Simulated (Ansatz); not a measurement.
Harmonic frequencies (cm⁻¹) at PBE0-D4/def2-TZVP from Ansatz: 146, 220, 419, 494, 532, 591, 646, 750, 768, 818, 915, 970, 2232, 2249, 2259.

Q: Which molecule is it?
A. `[GeH3][CH]=[Se]`
B. `Cl[SiH]1O[SiH2]1`
C. `FC1=NCS1`
D. `O/C=C(\O)F`

A: B.
